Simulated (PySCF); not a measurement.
This PySCF input asks for the NMR shieldings of F₂K₂; the geometry comes from PBE0-D3(BJ)/def2-SVP.

```python
import basis_set_exchange as bse
import numpy as np
from pyscf import gto, dft
from pyscf.prop import nmr

atoms = """
K    -1.047442   -0.708184    1.192465
F     0.912951    0.562689    1.133717
K     1.047797    0.708168   -1.192281
F    -0.913306   -0.562674   -1.133901
"""
names = dict.fromkeys(["K", "F"], "pcSseg-1")
basis = {el: gto.basis.parse(bse.get_basis(n, elements=[el], fmt="nwchem")) for el, n in names.items()}
mol = gto.M(atom=atoms, basis=basis, charge=0, verbose=0)
mf = dft.RKS(mol, xc="GGA_XC_KT2")
mf.grids.level = 2
mf.grids.alignment = dft.numint.BLKSIZE   # the property module wants whole blocks of grid points
mf.conv_tol = 1e-9
mf.kernel()

calc = nmr.RKS(mf)   # GIAO
sigma = calc.kernel()   # uncoupled for a functional without exact exchange
for i, s in enumerate(sigma):   # ppm
    w = np.linalg.eigvalsh((s + s.T) / 2)
    print("%2d %-2s iso %8.1f  s11 %8.1f  s22 %8.1f  s33 %8.1f" % (i, mol.atom_pure_symbol(i), w.mean(), *w))
```

Question: What does it print?

Answer: 
```
 0 K  iso   1242.6  s11   1205.6  s22   1252.8  s33   1269.2
 1 F  iso    282.8  s11    222.0  s22    245.7  s33    380.7
 2 K  iso   1242.6  s11   1205.7  s22   1252.8  s33   1269.3
 3 F  iso    283.0  s11    222.3  s22    245.7  s33    381.0
```

These numbers come from an equivalent density-fitted implementation of the same equations, which agrees with the script to about 0.01 ppm for H and up to a few tenths of a ppm for heavy atoms, so last digits may differ.

Size and cost of the density-fitted run: 110 basis functions, 4.9 s wall time on 1 thread of an Arm Neoverse V2, shared host.
